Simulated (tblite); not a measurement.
A geometry optimisation, step by step.

C4H8BClO.
SMILES with atom numbers: `[CH3:1][O:2]/[CH:3]=[C:4](/[CH3:5])[BH:6][Cl:7]` (hydrogens: H8, H9, H10 on C1; H11 on C3; H12, H13, H14 on C5; H15 on B6)

Computed with GFN2-xTB (tblite), gas phase: L-BFGS steps from a force-field or distance-geometry start until the largest atomic force falls under 0.01 eV/Å. 9 of its 46 geometries are shown.

Step 0: E = -611.8232 eV, largest atomic force 2.296 eV/Å
```
atom  x, y, z in Å  |  force x, y, z in eV/Å
C1     -2.736   -0.281    0.360   -0.245   0.708  -0.417
O2     -1.352   -0.483    0.492    1.181   0.234  -0.208
C3     -0.410    0.267   -0.213   -2.139  -0.304   0.327
C4      0.899    0.077   -0.090    1.378  -1.415   1.171
C5      1.875    0.890   -0.870    0.301   0.613  -0.830
B6      1.454   -1.048    0.880    0.993   0.251  -0.280
Cl7     3.273   -1.358    1.035   -1.975   0.393  -0.214
H8     -3.282   -0.982    1.024    0.629   0.288  -0.352
H9     -3.046   -0.460   -0.690   -0.036   0.132   0.424
H10    -3.008    0.759    0.659    0.055  -0.527  -0.246
H11    -0.785    1.033   -0.897   -0.243  -0.162   0.186
H12     2.621    1.347   -0.196   -0.289  -0.330  -0.383
H13     1.370    1.714   -1.424    0.338  -0.546   0.290
H14     2.405    0.241   -1.611   -0.329   0.571   0.645
H15     0.717   -1.708    1.519    0.381   0.095  -0.112
```

Step 6: E = -612.1746 eV, largest atomic force 0.278 eV/Å
```
atom  x, y, z in Å  |  force x, y, z in eV/Å
C1     -2.706   -0.254    0.338   -0.059   0.053  -0.023
O2     -1.324   -0.489    0.501    0.061  -0.023   0.011
C3     -0.420    0.239   -0.190   -0.123  -0.065   0.071
C4      0.911    0.044   -0.066   -0.052  -0.053   0.059
C5      1.860    0.889   -0.868    0.160   0.133  -0.184
B6      1.467   -1.041    0.872    0.042  -0.001  -0.008
Cl7     3.141   -1.322    1.013    0.044   0.078  -0.064
H8     -3.211   -0.961    0.997    0.095   0.000  -0.006
H9     -3.048   -0.443   -0.687    0.147   0.080  -0.016
H10    -3.002    0.759    0.639    0.154   0.002  -0.090
H11    -0.808    1.000   -0.862   -0.133   0.028  -0.005
H12     2.613    1.332   -0.217   -0.045  -0.005   0.027
H13     1.366    1.691   -1.415   -0.096  -0.060   0.053
H14     2.397    0.269   -1.588   -0.044  -0.006   0.024
H15     0.761   -1.705    1.513   -0.152  -0.161   0.153
```

Step 11: E = -612.1945 eV, largest atomic force 0.137 eV/Å
```
atom  x, y, z in Å  |  force x, y, z in eV/Å
C1     -2.692   -0.248    0.332    0.062  -0.002  -0.003
O2     -1.317   -0.500    0.510    0.066  -0.015   0.006
C3     -0.426    0.234   -0.183    0.007   0.002  -0.005
C4      0.905    0.039   -0.063   -0.007  -0.027   0.009
C5      1.856    0.890   -0.872   -0.082  -0.060   0.063
B6      1.454   -1.052    0.882   -0.053   0.037  -0.031
Cl7     3.135   -1.296    0.992    0.033  -0.012   0.013
H8     -3.187   -0.957    0.992   -0.123   0.051  -0.034
H9     -3.010   -0.421   -0.701    0.040  -0.024  -0.029
H10    -2.961    0.774    0.617    0.037   0.024   0.029
H11    -0.844    0.991   -0.847    0.036  -0.023   0.031
H12     2.603    1.334   -0.215   -0.051   0.014  -0.036
H13     1.337    1.682   -1.409    0.005  -0.039   0.019
H14     2.391    0.267   -1.590   -0.042   0.033   0.013
H15     0.751   -1.730    1.535    0.073   0.042  -0.045
```

Step 17: E = -612.2034 eV, largest atomic force 0.106 eV/Å
```
atom  x, y, z in Å  |  force x, y, z in eV/Å
C1     -2.676   -0.242    0.326   -0.037   0.001  -0.003
O2     -1.310   -0.520    0.524   -0.061   0.004   0.001
C3     -0.429    0.222   -0.172    0.050  -0.018   0.020
C4      0.900    0.030   -0.060    0.043  -0.019   0.025
C5      1.838    0.885   -0.869   -0.035   0.010   0.001
B6      1.458   -1.052    0.880    0.065  -0.067   0.050
Cl7     3.143   -1.286    0.987    0.018  -0.003   0.005
H8     -3.222   -0.929    0.969   -0.015  -0.021   0.014
H9     -2.967   -0.415   -0.714   -0.027   0.044  -0.026
H10    -2.918    0.786    0.612   -0.018   0.040  -0.040
H11    -0.848    0.983   -0.831   -0.006  -0.041   0.038
H12     2.580    1.343   -0.218    0.019   0.016   0.010
H13     1.308    1.667   -1.402   -0.052   0.067  -0.056
H14     2.372    0.270   -1.590    0.031  -0.017  -0.029
H15     0.766   -1.734    1.536    0.024   0.005  -0.010
```

Step 22: E = -612.2095 eV, largest atomic force 0.115 eV/Å
```
atom  x, y, z in Å  |  force x, y, z in eV/Å
C1     -2.679   -0.232    0.317    0.014   0.022  -0.016
O2     -1.320   -0.535    0.538    0.008  -0.013   0.010
C3     -0.423    0.198   -0.149   -0.052  -0.007   0.011
C4      0.909    0.017   -0.049   -0.042  -0.003  -0.001
C5      1.820    0.890   -0.873    0.031  -0.016   0.002
B6      1.483   -1.064    0.885    0.014   0.029  -0.016
Cl7     3.166   -1.285    0.989    0.057  -0.012   0.006
H8     -3.254   -0.908    0.951    0.040   0.047  -0.038
H9     -2.952   -0.394   -0.731   -0.031   0.014   0.027
H10    -2.899    0.805    0.593   -0.036  -0.031  -0.012
H11    -0.844    0.959   -0.803    0.001   0.027  -0.025
H12     2.563    1.355   -0.225   -0.024   0.035  -0.045
H13     1.275    1.667   -1.409    0.033  -0.091   0.062
H14     2.362    0.276   -1.593   -0.025   0.052   0.000
H15     0.788   -1.741    1.538    0.012  -0.053   0.036
```

Step 28: E = -612.2126 eV, largest atomic force 0.054 eV/Å
```
atom  x, y, z in Å  |  force x, y, z in eV/Å
C1     -2.680   -0.222    0.309   -0.017   0.004   0.001
O2     -1.328   -0.542    0.543    0.028   0.035  -0.030
C3     -0.423    0.188   -0.139    0.030   0.009  -0.011
C4      0.909    0.006   -0.040    0.027  -0.002   0.006
C5      1.813    0.885   -0.869   -0.018   0.007  -0.005
B6      1.499   -1.071    0.890   -0.026   0.006  -0.012
Cl7     3.187   -1.284    0.989   -0.001   0.017  -0.013
H8     -3.266   -0.889    0.936   -0.022  -0.026   0.022
H9     -2.950   -0.380   -0.740   -0.004  -0.003  -0.017
H10    -2.897    0.815    0.582   -0.003   0.020   0.005
H11    -0.841    0.953   -0.794    0.026  -0.012   0.005
H12     2.552    1.373   -0.234   -0.022  -0.035  -0.013
H13     1.251    1.651   -1.401   -0.014  -0.007   0.003
H14     2.354    0.284   -1.600   -0.007   0.007   0.045
H15     0.815   -1.758    1.546    0.022  -0.021   0.014
```

Step 34: E = -612.2137 eV, largest atomic force 0.025 eV/Å
```
atom  x, y, z in Å  |  force x, y, z in eV/Å
C1     -2.683   -0.217    0.306    0.000  -0.001   0.000
O2     -1.330   -0.538    0.540   -0.011  -0.002   0.005
C3     -0.421    0.187   -0.139   -0.004   0.000   0.001
C4      0.910    0.002   -0.035   -0.005  -0.008   0.005
C5      1.807    0.884   -0.867    0.000  -0.011   0.012
B6      1.503   -1.075    0.892    0.005  -0.006   0.007
Cl7     3.194   -1.278    0.984    0.000   0.013  -0.012
H8     -3.270   -0.885    0.933    0.001  -0.001   0.003
H9     -2.952   -0.376   -0.744   -0.003   0.002  -0.005
H10    -2.899    0.821    0.579   -0.002   0.005   0.001
H11    -0.831    0.954   -0.796   -0.001  -0.001  -0.002
H12     2.545    1.374   -0.236    0.001   0.012   0.022
H13     1.237    1.643   -1.398    0.007   0.006  -0.010
H14     2.353    0.284   -1.594    0.003  -0.018  -0.012
H15     0.832   -1.772    1.554    0.007   0.009  -0.014
```

Step 39: E = -612.2140 eV, largest atomic force 0.021 eV/Å
```
atom  x, y, z in Å  |  force x, y, z in eV/Å
C1     -2.685   -0.215    0.305   -0.002   0.002   0.001
O2     -1.332   -0.537    0.541    0.002   0.000  -0.001
C3     -0.422    0.186   -0.138   -0.002  -0.001  -0.002
C4      0.909   -0.001   -0.034    0.000   0.009  -0.006
C5      1.806    0.881   -0.865    0.005   0.006  -0.007
B6      1.506   -1.076    0.892    0.002   0.006  -0.008
Cl7     3.198   -1.270    0.977    0.006   0.002  -0.002
H8     -3.271   -0.884    0.933   -0.007   0.008  -0.006
H9     -2.954   -0.374   -0.745    0.000  -0.001   0.007
H10    -2.900    0.823    0.578   -0.004  -0.005   0.001
H11    -0.827    0.953   -0.797   -0.016  -0.003   0.002
H12     2.541    1.375   -0.231    0.000  -0.011  -0.006
H13     1.238    1.640   -1.399    0.003  -0.007   0.002
H14     2.352    0.280   -1.592    0.009   0.004   0.018
H15     0.837   -1.774    1.553    0.002  -0.008   0.004
```

Step 45: E = -612.2142 eV, largest atomic force 0.008 eV/Å
```
atom  x, y, z in Å  |  force x, y, z in eV/Å
C1     -2.687   -0.213    0.304   -0.005  -0.001   0.001
O2     -1.335   -0.537    0.542   -0.002   0.000   0.002
C3     -0.424    0.185   -0.138   -0.003   0.000   0.002
C4      0.907   -0.001   -0.033   -0.003  -0.002  -0.001
C5      1.807    0.880   -0.863    0.000  -0.001   0.001
B6      1.510   -1.075    0.890   -0.004   0.000  -0.002
Cl7     3.203   -1.261    0.969   -0.005  -0.002   0.002
H8     -3.276   -0.880    0.931   -0.002  -0.006   0.005
H9     -2.955   -0.371   -0.745    0.001   0.001  -0.003
H10    -2.903    0.825    0.578    0.006   0.003   0.000
H11    -0.832    0.951   -0.796    0.004   0.001  -0.001
H12     2.538    1.373   -0.227   -0.001   0.007  -0.003
H13     1.240    1.637   -1.402    0.006  -0.002  -0.005
H14     2.357    0.276   -1.584    0.003   0.004   0.000
H15     0.846   -1.779    1.552    0.004  -0.003   0.001
```

Task: Summarise the path.

Result: The energy falls by 0.3910 eV from step 0 to step 45; nine tenths of that is first reached at step 7. It falls at every step. The largest force goes from 2.296 to 0.008 eV/Å. Among the bonds B6–Cl7 changes most, from 1.852 to 1.705 Å; the atoms move by 0.117 Å rms after alignment.

Task: Follow the three bonds and two angles with the largest change from start to end.

Result: 
| step | E above end (eV) | largest force (eV/Å) | B6–Cl7 (Å) | O2–C3 (Å) | C4–B6 (Å) | C1–O2–C3 (°) | C3–C4–C5 (°) |
| --- | --- | --- | --- | --- | --- | --- | --- |
| 0 | 0.3910 | 2.296 | 1.852 | 1.395 | 1.587 | 122.7 | 121.3 |
| 2 | 0.1320 | 0.985 | 1.759 | 1.346 | 1.548 | 121.7 | 118.9 |
| 4 | 0.0600 | 0.486 | 1.695 | 1.354 | 1.548 | 121.5 | 118.9 |
| 6 | 0.0396 | 0.278 | 1.703 | 1.352 | 1.538 | 120.4 | 119.5 |
| 8 | 0.0289 | 0.225 | 1.707 | 1.346 | 1.535 | 119.5 | 119.9 |
| 10 | 0.0220 | 0.203 | 1.704 | 1.347 | 1.542 | 119.0 | 119.7 |
| 12 | 0.0180 | 0.121 | 1.703 | 1.348 | 1.544 | 118.7 | 119.2 |
| 14 | 0.0152 | 0.117 | 1.705 | 1.346 | 1.541 | 118.2 | 119.0 |
| 16 | 0.0121 | 0.115 | 1.706 | 1.346 | 1.538 | 117.3 | 119.2 |
| 18 | 0.0096 | 0.073 | 1.703 | 1.347 | 1.539 | 116.8 | 119.3 |
| 20 | 0.0074 | 0.093 | 1.700 | 1.348 | 1.540 | 116.6 | 119.0 |
| 22 | 0.0047 | 0.115 | 1.701 | 1.348 | 1.539 | 116.4 | 118.6 |
| 23 | 0.0038 | 0.076 | 1.703 | 1.347 | 1.538 | 116.3 | 118.5 |
| 25 | 0.0027 | 0.056 | 1.705 | 1.346 | 1.539 | 116.0 | 118.5 |
| 27 | 0.0020 | 0.054 | 1.704 | 1.347 | 1.540 | 115.9 | 118.4 |
| 29 | 0.0012 | 0.057 | 1.704 | 1.347 | 1.540 | 116.0 | 118.0 |
| 31 | 0.0008 | 0.035 | 1.704 | 1.347 | 1.540 | 116.2 | 117.8 |
| 33 | 0.0006 | 0.025 | 1.705 | 1.346 | 1.539 | 116.2 | 117.7 |
| 35 | 0.0004 | 0.019 | 1.705 | 1.346 | 1.540 | 116.2 | 117.6 |
| 37 | 0.0003 | 0.024 | 1.705 | 1.346 | 1.540 | 116.2 | 117.6 |
| 39 | 0.0002 | 0.021 | 1.705 | 1.346 | 1.539 | 116.2 | 117.6 |
| 41 | 0.0002 | 0.022 | 1.705 | 1.346 | 1.539 | 116.2 | 117.7 |
| 43 | 0.0000 | 0.021 | 1.705 | 1.346 | 1.539 | 116.2 | 117.7 |
| 45 | 0.0000 | 0.008 | 1.705 | 1.346 | 1.539 | 116.2 | 117.8 |

The cost below is that of the whole relaxation. The run took 0.28 s of wall time on an Arm Neoverse V1 with one thread, shared host with 32 logical CPUs at a one-minute load of 6.7.
